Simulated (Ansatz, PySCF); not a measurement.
Energy difference R1 + R2 → P1 + P2, each structure at its B3LYP-D3(BJ)/def2-TZVP stationary point, reached from a drawn start (curvature not checked).
P1, O2 (SMILES O=O) (charge 0, multiplicity 3):
```xyz
2

O      0.000     0.000     0.602
O      0.000     0.000    -0.602
```
R1, O3 (SMILES O=[O+][O-]) (charge 0, multiplicity 1):
```csv
atom,x (Å),y (Å),z (Å)
O,0.0000,1.0761,-0.2143
O,0.0000,0.0000,0.4286
O,0.0000,-1.0761,-0.2143
```
R2, BrHg (SMILES [Br][Hg]) (charge 0, multiplicity 2, Z-matrix in Å and degrees):
```
Hg
Br 1 2.6165
```
P2, BrHgO (SMILES [O]=[Hg][Br]) (charge 0, multiplicity 2):
```xyz
3

Hg     0.0051     0.0015    -0.1401
Br    -0.0825    -0.0247     2.2671
O      0.0774     0.0233    -2.1271
```

P less R. No zero-point or thermal terms; singlets are restricted closed shells; open shells are unrestricted; no spin–orbit coupling. The spin states of the d-block species are the ones drawn and need not be the lowest.

Frozen-core correlation throughout. In cc and def2 sets filled d and f shells under p-block atoms count as core.

Run with Ansatz (an electronic-structure program); PySCF for the D3/D4 terms. All values are computed, each at the level named. Elements past Kr take the def2 small-core potentials, without spin–orbit coupling.

```
level                 reaction energy (eV)
--------------------  --------------------
HF/def2-SVP                         -4.606
HF/def2-TZVPP                       -4.640
SVWN5/def2-TZVPP                    -0.815
PBE/def2-TZVPP                      -1.147
BLYP-D4/def2-TZVPP                  -1.232
BHLYP-D4/def2-TZVPP                 -2.765
B2PLYP-D4/def2-TZVPP                -1.525
SCS-MP2/def2-TZVPP                     [?]
CCSD/def2-TZVPP                        [?]
```

Problem. Fill in the missing entries.

Solution. 
- SCS-MP2/def2-TZVPP, reaction energy (eV): -0.933
- CCSD/def2-TZVPP, reaction energy (eV): -2.036

Doubts at one or more of the structures used: other coupled-cluster roots may lie near (CCSD/def2-TZVPP).
